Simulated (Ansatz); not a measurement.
`F[SiH2]CC[SiH3]` + `O[CH2][Zn][F]` → `O[SiH2]CC[SiH3]` + `F[CH2][Zn][F]`  (redistribution)

Isolated molecules relaxed with PBE0-D4/def2-TZVP in Ansatz; ΔE leaves out vibrations. CCSD(T)/CBS adds triple-zeta CCSD(T) − MP2 to the extrapolated MP2 energy (def2 sets, frozen cores). Functionals use def2-TZVPP. B3LYP here is the variant with VWN-RPA as its local correlation; programs differ in this. For Zn outer-core shells are correlated without core-valence functions, which leaves a few kJ/mol of doubt a bond. Scalar relativity is left out up to krypton. Each species was taken in one conformer, which may not be the lowest.

Task: Is it downhill or uphill in electronic energy at CCSD(T)/CBS, and by how much? (Estimate.)

Result: Ansatz gave: Uphill: ΔE = +39.0 kJ/mol.

Task: What do these levels give: BLYP-D4, r2SCAN0-D4, CAM-B3LYP-D4, PBE, PBE0, B3LYP, r2SCANh, CAM-B3LYP, HF/def2-SVP, MP2/def2-SVP, CCSD(T)/def2-TZVPP, MP2/def2-QZVPP? (Best estimate.)

Result: Computed: BLYP-D4 36.2, r2SCAN0-D4 36.7, CAM-B3LYP-D4 35.2, PBE 38.5, PBE0 37.9, B3LYP 38.6, r2SCANh 37.4, CAM-B3LYP 36.8, HF/def2-SVP 36.4, MP2/def2-SVP 39.5, CCSD(T)/def2-TZVPP 37.4, MP2/def2-QZVPP 41.3 kJ/mol.

Task: What do rigid-rotor, harmonic-oscillator terms from PBE0-D4/def2-TZVP frequencies (298.15 K, 1 bar) make of the CCSD(T)/CBS value? (Estimate.)

Result: Ansatz gave: ΔZPE = -2.1 kJ/mol, ΔH = +36.6 kJ/mol, ΔS = -8 J/(mol·K), ΔG = +39.0 kJ/mol. Modes under 50 cm⁻¹ make the entropy rough.

Largest T1 diagnostic among the species: 0.016.

Leaving LDA and LC-ωPBE aside and taking each functional with its dispersion term where it has one, the values, not all of them listed here, spread over 3.5 kJ/mol, from ωB97M-V to B2PLYP.
